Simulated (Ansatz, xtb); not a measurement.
# CH4NSn−: 6 structures ranked

6 gas-phase structures of CH4NSn−, found in a search over its isomers (lower ones may exist). Each was relaxed with GFN2-xTB; where two conformers were screened, the lower at r2SCAN-D4/def2-SVPD is listed:

A. a triplet given by its coordinates
B. `[H]/[C-]=[NH+]\[SnH2-]`, a singlet
C. a singlet given by its coordinates
D. `C=[N][SnH2-]`, a singlet
E. `[H]/[N]=[Sn-]\[CH3]`, a singlet
F. `[CH2]1[NH][SnH-]1`, a singlet

C (Å):

```
atom    x (Å)    y (Å)    z (Å)
   C   0.8361  -0.1820   0.2271
   N   1.2892  -0.7219   1.2861
  Sn  -1.0937   0.8942  -0.2414
   H   0.5814  -0.7309   2.0269
   H  -1.5075  -0.3712  -1.5210
   H   1.6012  -0.1793  -0.5687
   H  -2.0140  -0.0695   1.0497
```

Close contacts (Å): C1–N2 1.27, C1–Sn3 2.26, C1–H6 1.10, N2–H4 1.02, Sn3–H5 1.85, Sn3–H7 1.86.

A (Å):

```xyz
7

C    -0.2968    0.4085    0.1958
N    -0.5269   -0.6329    1.0158
Sn   -2.0900    0.7077   -1.5263
H    -0.2217   -1.4967    0.5614
H     0.5552    0.3828   -0.4920
H    -0.3601    1.3643    0.7158
H    -0.9589    0.5010   -3.0329
```

Close contacts (Å): C1–N2 1.35, C1–Sn3 2.50, C1–H5 1.10, C1–H6 1.09, N2–H4 1.02, Sn3–H7 1.90.

Task: Which do you expect lowest at r2SCAN-D4/def2-SVPD, and how would the others follow?

Result: Calculated order at r2SCAN-D4/def2-SVPD: C (0.000), E (0.067), F (0.071), D (0.101), A (0.748), B (0.917) eV. Less than 1 kcal/mol parts E and F; F and D, so the order within those pairs means little. CCSD(T)/def2-SVPD + ΔMP2/def2-TZVPPD after further relaxation puts E lowest instead.

Energies above the lowest of each column, in eV; the last columns are at PBE0-D3(BJ)/def2-SVPD geometries and were run for some of them only (a dash: not run or not comparable):

```csv
structure,GFN2-xTB,HF/STO-3G,r2SCAN-D4/def2-SVPD,PBE0-D3(BJ)/def2-SVPD,CCSD(T)/def2-SVPD + ΔMP2/def2-TZVPPD
C,0.387,0.000,0.000,0.027,0.378
E,0.909,0.828,0.067,0.000,0.000
F,0.482,0.122,0.071,0.067,0.365
D,0.000,0.154,0.101,0.037,0.340
A,–,1.375,0.748,–,–
B,1.141,1.195,0.917,–,–
```

CCSD(T)/def2-SVPD + ΔMP2/def2-TZVPPD puts E lowest of those it was run on; GFN2-xTB picks D, HF/STO-3G picks C, r2SCAN-D4/def2-SVPD picks C. CCSD(T)/def2-SVPD + ΔMP2/def2-TZVPPD orders those it was run on as E (0.000), D (0.340), F (0.365), C (0.378) eV. Less than 1 kcal/mol parts D and F; F and C, so the order within those pairs means little. Some further structures that were screened fall inside this span and aren't listed. Flexible structures stand in one conformer each, not always the lowest. Frequencies (PBE0-D3(BJ)/def2-SVPD) were run for C, D, E, F alone. The ΔMP2 step shifts differences by up to 0.195 eV, which makes them less sure. GFN2-xTB has no spin polarisation and isn't compared across spin states. Open shells are spin-unrestricted. Atoms past krypton carry core potentials in the def2 sets, without spin–orbit terms. ΔMP2 is the change of the MP2 energy from the smaller to the larger basis.

Over these structures GFN2-xTB departs from r2SCAN-D4/def2-SVPD by 0.233 eV on average once a common shift is removed. A GFN2-xTB relaxation took about 0.07 s and the r2SCAN-D4/def2-SVPD energy about 1.7 s on a shared host (Ansatz 0.2.0, xtb 6.7.1).
